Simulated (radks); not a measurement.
Isoelectronic series with 14 electrons, each ion in its NIST ground configuration. Calculated with a radial shooting solver on a logarithmic mesh with Libxc functionals: Dirac Kohn-Sham, PBE, spin-unpolarised, spherical densities, finite nucleus; open shells fill j = l - 1/2 first; Fermi nuclear charge, rms radius of each element as measured or else 0.836 A^(1/3) + 0.57 fm. Total energies (hartree) and mean radii <r> (bohr) (* marks an orbital that is empty in some or all of the ions):

ion    configuration  E (hartree)  3p3/2*   3p1/2   3s1/2    2p3/2    2p1/2
Si      [Ne] 3s2 3p2   -289.83857   2.800   2.791   2.164   0.5383   0.5361
Cl3+    [Ne] 3s2 3p2   -458.59044   1.520   1.515   1.396   0.4063   0.4040
Ca6+    [Ne] 3s2 3p2   -668.21260   1.086   1.081   1.046   0.3263   0.3238
V9+     [Ne] 3s2 3p2   -918.88388  0.8514  0.8466  0.8395   0.2726   0.2699
Fe12+   [Ne] 3s2 3p2  -1210.91712  0.7023  0.6973  0.7023   0.2341   0.2311
Cu15+   [Ne] 3s2 3p2  -1544.70759  0.5984  0.5931  0.6038   0.2051   0.2019
Ge18+   [Ne] 3s2 3p2  -1920.72295  0.5215  0.5160  0.5294   0.1824   0.1789
Br21+   [Ne] 3s2 3p2  -2339.50406  0.4622  0.4564  0.4711   0.1642   0.1605
Sr24+   [Ne] 3s2 3p2  -2801.66556  0.4150  0.4088  0.4241   0.1493   0.1453
Nb27+   [Ne] 3s2 3p2  -3307.90015  0.3765  0.3700  0.3853   0.1368   0.1326
Ru30+   [Ne] 3s2 3p2  -3858.98438  0.3445  0.3376  0.3528   0.1263   0.1217
Ag33+   [Ne] 3s2 3p2  -4455.79191  0.3175  0.3102  0.3250   0.1172   0.1123
Sn36+   [Ne] 3s2 3p2  -5099.28686  0.2943  0.2866  0.3011   0.1093   0.1041
I39+    [Ne] 3s2 3p2  -5790.54820  0.2742  0.2661  0.2802   0.1024  0.09692
Ba42+   [Ne] 3s2 3p2   -6530.7734  0.2566  0.2480  0.2617  0.09623  0.09050
Pr45+   [Ne] 3s2 3p2   -7321.2967  0.2411  0.2321  0.2453  0.09077  0.08474
Sm48+   [Ne] 3s2 3p2   -8163.5607  0.2273  0.2178  0.2306  0.08588  0.07953
Tb51+   [Ne] 3s2 3p2   -9059.2867  0.2149  0.2049  0.2174  0.08147  0.07480
Er54+   [Ne] 3s2 3p2  -10010.1786  0.2037  0.1933  0.2054  0.07747  0.07047
Lu57+   [Ne] 3s2 3p2  -11018.3563  0.1936  0.1827  0.1944  0.07382  0.06649
W60+    [Ne] 3s2 3p2  -12086.1635  0.1844  0.1730  0.1843  0.07048  0.06281

Estimate the row of Ir63+ ([Ne] 3s2 3p2).

Answer. E (hartree) -13216.0627; 3p3/2* 0.1759; 3p1/2 0.1640; 3s1/2 0.1750; 2p3/2 0.06741; 2p1/2 0.05940.
